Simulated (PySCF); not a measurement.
Molecule: 5,6-dihydrotoluene (SMILES C1=CCCC(C)=C1).

Cartesian coordinates in Å; atom numbers follow the order of the lines, from 1:
```xyz
17

C     2.258    0.421    0.245
C     0.771    0.291    0.180
C    -0.067    1.325    0.275
C    -1.503    1.130    0.227
C    -2.018   -0.023   -0.194
C    -1.120   -1.129   -0.666
C     0.214   -1.106    0.080
H     2.657   -0.189    1.056
H     2.708    0.069   -0.683
H     2.554    1.455    0.406
H     0.303    2.333    0.396
H    -2.134    1.953    0.529
H    -3.085   -0.177   -0.266
H    -1.603   -2.099   -0.537
H    -0.943   -0.991   -1.741
H     0.930   -1.765   -0.416
H     0.070   -1.487    1.099
```

Frames of a GFN2-xTB Langevin trajectory at 600 K; GIAO PBE0/pcSseg-1 shieldings in PySCF 2.14, gas phase, non-relativistic; equivalent atoms averaged within each frame.

References, each an isolated molecule treated in the same way: ¹³C (186.93 ppm), ¹H (31.72 ppm) against TMS. The references are static minima.

**Question.** How do the shifts (ppm) fluctuate along the trajectory?

**Answer.** 
```
         time (fs)     C2     C3     C4     C5    C7    C1    C6   H12   H11   H13
               250  138.7  134.2  134.0  124.6  35.7  27.7  23.9  6.52  5.94  4.73
               425  147.9  129.2  147.7  144.6  23.5  29.5  24.6  6.62  6.00  6.64
               625  155.3  130.5  130.5  131.1  32.2  36.8  35.4  6.89  6.73  6.20
               800  140.7  128.8  130.9  136.4  47.5  26.0  38.4  5.46  6.92  6.59
              1000  138.2  124.0  139.1  147.3  23.9  18.5  28.7  6.50  5.60  6.74
    mean of frames  144.2  129.4  136.4  136.8  32.6  27.7  30.2  6.40  6.24  6.18
standard deviation    7.3    3.7    7.2    9.4   9.9   6.6   6.5  0.55  0.56  0.84
```

5 frames give an uncertainty of the mean of about the standard deviation over 2.2 at best, since frames this close in time may not be independent; classical motion lacks zero-point vibration, and the reference would need the same averaging.
